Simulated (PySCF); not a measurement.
O$_{3}$, charge -1, doublet, geometry from GFN2-xTB (a state made from the parent by changing its charge; the spin is typed, not shown lowest).

Input for PySCF:
```python
from pyscf import gto, scf, mp

mol = gto.M(
    atom='''
O     1.13637858   -0.23245903    0.05644501
O     0.00065138    0.46397079   -0.01013412
O    -1.13702995   -0.23151176   -0.04631090
''',
    basis='def2-sv(p)',
    charge=-1,
    spin=1,
    verbose=4,
    cart=True,
)

mf = scf.UHF(mol)
mf.kernel()

pt = mp.MP2(mf)
pt.kernel()
print('E(MP2) = %.10f' % pt.e_tot)
```

Q: What does this run give for the number of basis functions, SCF-reference Mulliken (on the basis functions themselves) charges in atom order?

A: 
The number of basis functions is 45 and the SCF-reference Mulliken (on the basis functions themselves) charges in atom order comes out as O1 -0.51, O2 0.02, O3 -0.51.

These values belong to the state on which the SCF converged, which isn't shown to be the lowest.
